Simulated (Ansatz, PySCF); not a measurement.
CCl, SMILES [C]Cl (connectivity only; charge and spin as stated), neutral, multiplicity 2. Atoms are numbered in the order given.

```xyz
2

C      0.0000     0.0000    -1.2020
Cl     0.0000     0.0000     0.4415
```
Charge 0, spin multiplicity 2.

The structure is a stationary point at PBE0-D3(BJ)/def2-TZVPD.

Two levels are set side by side: PBE-D3(BJ)/def2-TZVPD (Ansatz, a program for electronic structure) and PBE0-D3(BJ)/def2-TZVPD (Ansatz). Each level has its own optimised geometry; the coordinates shown are those of the second. Frequencies come from the Hessian of PySCF at each geometry. Differences are taken from unrounded values.

```tsv
quantity	PBE0-D3(BJ)	PBE-D3(BJ)	PBE-D3(BJ) minus PBE0-D3(BJ)
bond C1–Cl2 (Å)	1.644	1.658	0.015
highest harmonic wavenumber (cm⁻¹)	889	853	-36
mean harmonic wavenumber (cm⁻¹)	889	853	-36
zero-point energy (kcal/mol)	1.27	1.22	-0.05
```
